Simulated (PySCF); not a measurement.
[La(NH2)4]− relaxed at several levels

Computed with PySCF 2.14.0, def2-SVP on the ligands, density fitting, scalar-relativistic core potentials, no spin-orbit coupling, vacuum. Each row is relaxed at its own level from the same template. Distances are means of the shortest metal–ligand contacts, charges and spins Mulliken's; removal energies are rigid, with the ligand's formal charge and no counterpoise, so too large; for an anion taken off a cation in vacuum most of it is the attraction of opposite charges, and multiply charged cations can part far more cheaply with an electron moved from ligand to metal. lcecp potentials hold a fixed number of 4f electrons in the core, out of states, spins and gaps.

```json
{"level": "PBE0", "basis on the metal": "def2-SVP with ECP46", "point group": "S4", "M–NH2 (Å)": "2.400", "charge on M (e)": "0.68", "HOMO–LUMO gap (eV)": "4.51", "removal of one NH2 (eV)": "4.95", "strongest infrared band, degenerate modes summed (cm⁻¹)": "–", "unstable modes (below −25 cm⁻¹)": "not given"}
```

What does the calculation give for BP86, lcecp-1-SVP with ECP46?

point group: S4, M–NH2 (Å): 2.398, charge on M (e): 0.48, removal of one NH2 (eV): 4.92, strongest infrared band, degenerate modes summed (cm⁻¹): 422, unstable modes (below −25 cm⁻¹): 0.
```xyz
13

La   -0.0001    0.0000    0.0000
N     1.4395    1.4050    1.3061
H     2.3106    1.0498    1.7364
H     1.4571    2.4211    1.4875
N    -1.4396   -1.3061    1.4051
H    -1.4567   -1.4875    2.4213
H    -2.3109   -1.7363    1.0505
N     1.4395   -1.4050   -1.3061
H     1.4571   -2.4211   -1.4875
H     2.3106   -1.0498   -1.7364
N    -1.4396    1.3061   -1.4051
H    -2.3109    1.7363   -1.0505
H    -1.4567    1.4875   -2.4213
```

Moved off a saddle point of the template and relaxed again: BP86, PBE0. One start shape was tried for each, so a minimum needn't be the lowest isomer.
